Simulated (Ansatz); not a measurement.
Start from `N[SiH2]CF` and change one atom or group to get `FC[SiH2][AlH][Cl]`.

Ansatz, PBE0-D4/def2-TZVP geometries, multiplicity 1. Each molecule was computed in one conformer, which needn't be the lowest. `FC[SiH2][AlH][Cl]` holds a close contact that its SMILES doesn't draw: Al···F 2.02 Å.

```json
{"property": "size of the dipole moment (ωB97M-V/def2-TZVPP) / D", "`N[SiH2]CF`": "1.36"}
{"property": "HOMO–LUMO gap (PBE0/def2-TZVPP) / eV", "`N[SiH2]CF`": "7.84"}
{"property": "HOMO energy (PBE/def2-TZVPP) / eV", "`N[SiH2]CF`": "-6.05"}
{"property": "HOMO–LUMO gap (B3LYP/def2-TZVPP) / eV", "`N[SiH2]CF`": "7.34"}
{"property": "HOMO–LUMO gap (ωB97M-V/def2-TZVPP) / eV", "`N[SiH2]CF`": "11.76"}
{"property": "HOMO energy (PBE0/def2-TZVPP) / eV", "`N[SiH2]CF`": "-7.48"}
```

(1) Give the same properties after the change, and the shifts. (Estimate.)

Results:

(1) The calculation gave: 
| property | `FC[SiH2][AlH][Cl]` | shift |
| --- | --- | --- |
| size of the dipole moment (ωB97M-V/def2-TZVPP) / D | 3.45 | 2.09 |
| HOMO–LUMO gap (PBE0/def2-TZVPP) / eV | 6.41 | -1.43 |
| HOMO energy (PBE/def2-TZVPP) / eV | -6.23 | -0.18 |
| HOMO–LUMO gap (B3LYP/def2-TZVPP) / eV | 6.03 | -1.31 |
| HOMO–LUMO gap (ωB97M-V/def2-TZVPP) / eV | 10.12 | -1.64 |
| HOMO energy (PBE0/def2-TZVPP) / eV | -7.32 | 0.16 |

With PBE0 the HOMO rises by 0.16 eV and the LUMO falls by 1.27 eV, so the gap narrows by about 1.43 eV. PBE moves the HOMO by -0.18 eV and ωB97M-V by 0.52 eV. Dipoles are sizes alone; their direction can turn.

B3LYP here is the variant with VWN-RPA as its local correlation; programs differ in this.
